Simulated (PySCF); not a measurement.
## Bromine: a sound run and one with changed settings

Sound run: Br [Ar] 3d10 4s2 4p5, Br+ [Ar] 3d10 4s2 4p4. Calculation: PySCF 2.14, in x2c-TZVPall; the spin-free X2C one-electron Hamiltonian (Gaussian nucleus). The sound run starts from symmetry-adapted Hartree-Fock orbitals and uses a fine grid where one is needed.

Changed run: 14 angular points. This setting is unsound on purpose.

```tsv
species	method	sound run (hartree)	changed run (hartree)	converged
Br	UHF	-2604.41488	-2604.41488	yes
Br	B3LYP	-2606.24935	-2606.24937	yes
Br	r2SCAN	-2606.18986	-2606.19268	yes
Br+	UHF	-2604.02086	-2604.02086	yes
Br+	B3LYP	-2605.81140	-2605.81137	yes
Br+	r2SCAN	-2605.75382	-2605.75429	yes
```

Ionisation energy of Br:

```tsv
method	sound run (eV)	changed run (eV)
UHF	10.722	10.722
B3LYP	11.917	11.919
r2SCAN	11.865	11.929
```

A coarse angular grid integrates products of high-l functions wrongly, so density functionals can shift, and the SCF can exploit the error; Hartree-Fock and MP2 need no grid.

For comparison, NIST gives 11.814 eV between the lowest levels.
